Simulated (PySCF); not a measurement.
B(Cl)(I)(Me), SMILES B(Cl)(C)I (CH3BClI), B3LYP/def2-SVP optimised geometry.

```
7

B     -0.12     0.16     0.00
Cl     1.63     0.16     0.00
I     -1.15     2.07     0.00
C     -0.96    -1.16     0.00
H     -1.63    -1.19    -0.87
H     -1.62    -1.19     0.88
H     -0.33    -2.07     0.00
```

Density from B3LYP/def2-TZVP, def2 effective core potentials past Kr (PySCF) at that geometry. The core electrons that the potentials of I replace are not part of the density.

Minimum of the electron density along straight lines between bonded atoms, close to the bond critical point (lines longer than 1.1 times the sum of covalent radii, or with two minima, are not listed):

```csv
bond,length / Å,ρ at the minimum / e bohr⁻³,∇²ρ there / e bohr⁻⁵,position (fraction from the first atom)
B1–Cl2,1.756,…,-0.04,0.30
B1–I3,2.164,…,-0.16,0.39
B1–C4,1.561,0.199,…,0.34
C4–H5,1.104,0.265,-0.87,0.64
C4–H6,1.104,0.265,-0.87,0.64
C4–H7,1.100,0.271,-0.91,0.64
```

Problem. Fill in the missing entries.

Solution. 
- B1–Cl2, ρ at the minimum / e bohr⁻³: 0.151
- B1–I3, ρ at the minimum / e bohr⁻³: 0.112
- B1–C4, ∇²ρ there / e bohr⁻⁵: -0.45
